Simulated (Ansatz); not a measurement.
Species: CsCl, charge 0, singlet. CsCl (SMILES [Cl][Cs]).
B3LYP-D3(BJ)/def2-TZVP minimum from Ansatz (a first-principles code):
```xyz
2

Cs     0.0000     0.0000    -0.6988
Cl     0.0000     0.0000     2.2608
```

Total energies in def2-QZVPP, 8 correlated electrons, 9 frozen orbitals. UHF or UKS for unpaired electrons; spin-orbit terms are left out. Correlated methods leave the cores frozen (noble-gas shells, and filled d and f shells in the p block). Past Kr the def2 sets carry scalar-relativistic core potentials.

```
method    program  energy (Eh)  minus CCSDT(Q) (mEh)
--------  -------  -----------  --------------------
HF         Ansatz   -479.46830                248.91
MP2        Ansatz   -479.69100                 26.21
CCSD       Ansatz   -479.70599                 11.22
CCSD(T)    Ansatz   -479.71633                  0.88
CCSDT(Q)   Ansatz   -479.71721                  0.00
```

Rough core times of Ansatz's runs on a shared machine: CCSD(T) under 20 s, CCSDT(Q) 2 min.
